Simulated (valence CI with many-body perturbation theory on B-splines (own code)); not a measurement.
**Level structure of Au LXXIII**

Calculated by valence CI with perturbative core correlation (CI+MBPT): five valence electrons over a frozen Dirac-Fock core [He], radial functions for each j: 11 s, 11 p, 10 d, 8 f, 5 g, 2 h, with the one-electron correlation potential Σ1, the two-electron term Σ2, the three-electron term Σ3, Breit, model QED; selected CI, second order for the rest, scaled by the run's own slope (own B-spline code, finite nucleus).

No measured spectrum was set against this ion. As an estimate, large intervals hold to a few tenths of a per cent, small ones and those within an open d or f shell to about a per cent. Among the levels kept, up to 7600 cm⁻¹ of a level comes from second order outside the variational space, and about a tenth of that is noise between levels of different J, which matters for small intervals.

Levels 181 to 202 of 202, with energies above the lowest level, (2s^2 2p1/2^2 2p3/2) J=3/2. "Leading %" is the weight of the configuration and term that name the level; weights of strongly mixed levels are sums over their largest components and can fall short. In the jj column 3d3/2^4 stands for four electrons in 3d with j = 3/2.

```
No.  Configuration  Term    J  E (× 10³ cm⁻¹)  Leading %  Second component      g                      Leading jj
181        2s2p³3d   ⁴D°  3/2          122200         42  29 % 2s2p³3d ²D°  1.154   2s 2p1/2 2p3/2^2 3d5/2 (71 %)
182        2s2p³3d   ²P°  1/2          122210         37  30 % 2s2p³3d ⁴D°  0.885   2s 2p1/2 2p3/2^2 3d3/2 (89 %)
183        2s2p³3d   ²F°  7/2          122430         54  29 % 2s2p³3d ⁴D°  1.172   2s 2p1/2 2p3/2^2 3d5/2 (97 %)
184        2s2p³3d   ²S°  1/2          122440         48  42 % 2s2p³3d ²P°  1.377   2s 2p1/2 2p3/2^2 3d5/2 (81 %)
185        2s2p³3d   ²P°  3/2          122480         56  18 % 2s2p³3d ⁴S°  1.332   2s 2p1/2 2p3/2^2 3d5/2 (96 %)
186        2s2p³3d   ²D°  5/2          122540         54  20 % 2s2p³3d ⁴P°  1.193   2s 2p1/2 2p3/2^2 3d5/2 (97 %)
187        2s2p³3d   ⁴P°  5/2          122840         31  29 % 2s2p³3d ⁴D°  1.287   2s 2p1/2 2p3/2^2 3d5/2 (99 %)
188        2s2p³3d   ⁴D°  7/2          122950         53  14 % 2s2p³3d ²G°  1.228   2s 2p1/2 2p3/2^2 3d5/2 (98 %)
189        2s2p³3d   ⁴D°  5/2          123010         38  32 % 2s2p³3d ²D°  1.259   2s 2p1/2 2p3/2^2 3d5/2 (99 %)
190        2s2p³3d   ²G°  9/2          123040         81  13 % 2s2p³3d ⁴G°  1.113  2s 2p1/2 2p3/2^2 3d5/2 (100 %)
191        2s2p³3d   ²F°  7/2          123080         57  17 % 2s2p³3d ⁴D°  1.146  2s 2p1/2 2p3/2^2 3d5/2 (100 %)
192        2s2p³3d   ²F°  7/2          123130         48  27 % 2s2p³3d ⁴F°  1.189   2s 2p1/2 2p3/2^2 3d5/2 (99 %)
193        2s2p³3d   ²D°  3/2          123160         50  17 % 2s2p³3d ²P°  0.996   2s 2p1/2 2p3/2^2 3d5/2 (99 %)
194        2s2p³3d   ²F°  5/2          123190         39  34 % 2s2p³3d ²D°  1.097   2s 2p1/2 2p3/2^2 3d5/2 (99 %)
195        2s2p³3d   ²P°  3/2          123210         37  25 % 2s2p³3d ²D°  1.153   2s 2p1/2 2p3/2^2 3d5/2 (98 %)
196        2s2p³3d   ²S°  1/2          123220         47  35 % 2s2p³3d ²P°  1.308   2s 2p1/2 2p3/2^2 3d5/2 (98 %)
197        2s2p³3d   ²P°  3/2          123310         38  27 % 2s2p³3d ²D°  1.218   2s 2p1/2 2p3/2^2 3d5/2 (98 %)
198        2s2p³3d   ²D°  5/2          123320         44  27 % 2s2p³3d ²F°  1.055   2s 2p1/2 2p3/2^2 3d5/2 (99 %)
199          2p⁴3p   ⁴D°  7/2          123950         66    31 % 2p⁴3p ²F°  1.305    2p1/2^2 2p3/2^2 3p3/2 (98 %)
200          2p⁴3p   ²D°  5/2          123960         50    39 % 2p⁴3p ⁴P°  1.302    2p1/2^2 2p3/2^2 3p3/2 (98 %)
201          2p⁴3p   ²P°  1/2          123970         50    37 % 2p⁴3p ²S°  1.269    2p1/2^2 2p3/2^2 3p3/2 (98 %)
202          2p⁴3p   ²P°  3/2          124400         47    23 % 2p⁴3p ⁴S°  1.301    2p1/2^2 2p3/2^2 3p3/2 (98 %)
```
